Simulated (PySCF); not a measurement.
Trends in electronic spectra. Level of theory: TDDFT B3LYP/def2-SVPD, vertical, gas phase, core orbitals frozen in the response (PySCF 2.14.0, density-fitted response routines). Geometries: GFN2-xTB; one conformer of each isolated species. Triplets are in the Tamm–Dancoff approximation.

Question: Rank by computed lowest singlet excitation energy, lowest first.
A. `C[C@@H]1C=C[C@@H](CF)O1`
B. `F[C@@H]1C[C@H]2CC[C@@H]1O2`
C. `[H]/N=C\[C@]12C[C@](C)(C1)C2`
D. `C1O[SiH2]CC1`
E. `C(/C=C\C=N/C)=C/C`
F. `C=C1C[C@@H](O)[C@H](F)C1`
G. `N#Cc1cpc(C=O)cn1`
H. `[SiH2](CC(F)(F)F)S`

Answer: G (2.97 eV), E (3.48 eV), C (4.85 eV), A (5.80 eV), H (5.96 eV), F (6.53 eV), D (6.70 eV), B (6.87 eV).

| SMILES | S1 (eV) | gap (eV) | first f ≥ 0.01 (nm) | LUMO (eV) | HOMO (eV) | S1 mainly |
| --- | --- | --- | --- | --- | --- | --- |
| N#Cc1cpc(C=O)cn1 | 2.97 | 4.14 | 288 | -3.82 | -7.96 | H→L (96%) |
| C\C=C/C=C\C=N/C | 3.48 | 4.45 | 273 | -1.94 | -6.39 | H-1→L (98%) |
| [H]/N=C\[C@]12C[C@](C)(C1)C2 | 4.85 | 6.36 | 172 | -0.65 | -7.01 | H→L (99%) |
| C[C@@H]1C=C[C@@H](CF)O1 | 5.80 | 6.60 | 214 | -0.31 | -6.91 | H→L (90%) |
| FC(F)(F)C[SiH2]S | 5.96 | 7.03 | 208 | -0.40 | -7.43 | H→L (91%) |
| C=C1C[C@@H](O)[C@H](F)C1 | 6.53 | 6.75 | 190 | -0.35 | -7.10 | H→L (85%) |
| C1CO[SiH2]C1 | 6.70 | 7.80 | 177 | 0.20 | -7.60 | H→L (96%) |
| F[C@@H]1C[C@H]2CC[C@@H]1O2 | 6.87 | 7.76 | – | 0.27 | -7.49 | H→L (99%) |

H and L stand for HOMO and LUMO; a dash means that no computed state gives the value.

Mean S1 by what the SMILES shows (count): single bonds only 6.51 eV (3); a double or triple bond but no aromatic ring 5.16 eV (4).

- `N#Cc1cpc(C=O)cn1`: Löwdin shares by element: HOMO oxygen 48%, carbon 21% or more, nitrogen 15% or more (atoms not listed hold the other 16%); LUMO carbon 26% or more, phosphorus 25%, oxygen 11% (atoms not listed hold the other 38%).
- `C\C=C/C=C\C=N/C`: Löwdin shares by element: HOMO carbon 52% or more, nitrogen 14% (atoms not listed hold the other 34%); LUMO carbon 51% or more, nitrogen 16% (atoms not listed hold the other 33%).
- `[H]/N=C\[C@]12C[C@](C)(C1)C2`: Löwdin shares by element: HOMO nitrogen 54%, carbon 23% or more, hydrogen 8% or more (atoms not listed hold the other 15%); LUMO carbon 44% or more, nitrogen 34%, hydrogen 6% or more (atoms not listed hold the other 17%).
- `C[C@@H]1C=C[C@@H](CF)O1`: Löwdin shares by element: HOMO carbon 36% or more, oxygen 26% (atoms not listed hold the other 39%); LUMO carbon 60% or more, hydrogen 10% or more (atoms not listed hold the other 30%).
- `FC(F)(F)C[SiH2]S`: Löwdin shares by element: HOMO sulfur 76%, silicon 11%, hydrogen 7% or more; LUMO sulfur 41%, silicon 22%, hydrogen 20% or more (atoms not listed hold the other 18%).
- `C=C1C[C@@H](O)[C@H](F)C1`: Löwdin shares by element: HOMO carbon 82% or more (atoms not listed hold the other 18%); LUMO carbon 60% or more, hydrogen 6% or more (atoms not listed hold the other 33%).
- `C1CO[SiH2]C1`: Löwdin shares by element: HOMO oxygen 51%, carbon 12% or more, silicon 10%, hydrogen 8% or more (atoms not listed hold the other 19%); LUMO silicon 32%, hydrogen 19% or more, oxygen 10% (atoms not listed hold the other 39%).
- `F[C@@H]1C[C@H]2CC[C@@H]1O2`: Löwdin shares by element: HOMO oxygen 58%, carbon 19% or more (atoms not listed hold the other 23%); LUMO carbon 30% or more, hydrogen 9% or more (atoms not listed hold the other 61%).
